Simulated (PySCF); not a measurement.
## Nuclear quadrupole coupling in `C[SiH2][Si@H]([SiH2]Cl)[SiH2]C=O`

Compound: C₂H₁₁ClOSi₄.
Z-matrix (Å and degrees, GFN2-xTB geometry), rows numbered from 1:
```
C 
Si  1  1.8967
Si  2  2.3463  1  110.19
Si  3  2.3457  2  113.93  1   -51.06
Cl  4  2.0719  3  103.35  2    64.96
Si  3  2.3231  2  113.80  1  -174.29
C   6  1.9207  3  101.16  2   112.91
O   7  1.2103  6  122.65  3     7.11
H   1  1.0864  2  111.01  3   -68.76
H   1  1.0865  2  112.04  3   170.91
H   1  1.0864  2  111.06  3    50.38
H   2  1.4725  1  108.58  3  -121.43
H   2  1.4712  1  108.37  3   124.15
H   3  1.4851  2  107.47  1    70.04
H   4  1.4586  3  115.28  2   -45.23
H   4  1.4587  3  119.35  2   177.14
H   6  1.4683  3  123.67  2  -134.55
H   6  1.4677  3  119.89  2     1.50
H   7  1.1075  6  119.43  3  -172.46
```

Field gradients from the PBE0/pcSseg-1 density (PySCF, non-relativistic), principal values in atomic units, ordered |Vxx| ≤ |Vyy| ≤ |Vzz|:

```json
{"atom": "Cl5", "Vxx": "-0.9769", "Vyy": "-1.0794", "Vzz": "2.0563"}
{"atom": "O8", "Vxx": "0.4071", "Vyy": "1.5939", "Vzz": "-2.0010"}
```

Task: Find the asymmetry η = (Vxx − Vyy)/Vzz and the couplings χ = eQV/h (234.96 MHz × Q in barn × V in au), with Q(35Cl) = −0.0817 b, Q(17O) = −0.0256 b.

Result: 
```json
{"atom": "Cl5", "environment": "silicon-bound chlorine", "nucleus": "35Cl", "η": "0.05", "χzz (MHz)": "-39.47", "χxx (MHz)": "18.75", "χyy (MHz)": "20.72"}
{"atom": "O8", "environment": "carbonyl oxygen", "nucleus": "17O", "η": "0.59", "χzz (MHz)": "12.04", "χxx (MHz)": "-2.45", "χyy (MHz)": "-9.59"}
```

The tensor is traceless: Vxx + Vyy + Vzz = 0.

Task: What is Vzz at Cl5 in SI units (1 au = 9.71736 × 10²¹ V/m²)?

Result: 2.0563 au = 19.982 × 10²¹ V/m².

Task: What couplings would deuterons (Q(2H) = 0.00286 b) have in place of the hydrogens, at this geometry?

Result: 
| atom | bonded to | bond length (Å) | Vzz (au) | η | χzz (kHz) |
| --- | --- | --- | --- | --- | --- |
| H9 | C1 | 1.086 | 0.3233 | 0.01 | 217 |
| H10 | C1 | 1.086 | 0.3246 | 0.00 | 218 |
| H11 | C1 | 1.086 | 0.3189 | 0.01 | 214 |
| H12 | Si2 | 1.472 | 0.1577 | 0.01 | 106 |
| H13 | Si2 | 1.471 | 0.1588 | 0.01 | 107 |
| H14 | Si3 | 1.485 | 0.1529 | 0.00 | 103 |
| H15 | Si4 | 1.459 | 0.1655 | 0.01 | 111 |
| H16 | Si4 | 1.459 | 0.1656 | 0.02 | 111 |
| H17 | Si6 | 1.468 | 0.1606 | 0.02 | 108 |
| H18 | Si6 | 1.468 | 0.1608 | 0.02 | 108 |
| H19 | C7 | 1.107 | 0.2708 | 0.02 | 182 |

The structure is a single GFN2-xTB conformer in the gas phase; no vibrational or solvent corrections. GFN2-xTB bond lengths can be off by several hundredths of an ångström, more for odd bonds, and the gradients follow them. A larger basis could move these couplings by a tenth or more.

These values come from a run that also computed NMR shieldings. Hardware: an Arm Neoverse V2 with one thread, shared host with 32 logical CPUs at a one-minute load of 29. Cost: 62 s of wall time (grids of density and orbitals included), 1.1 GiB resident at most.
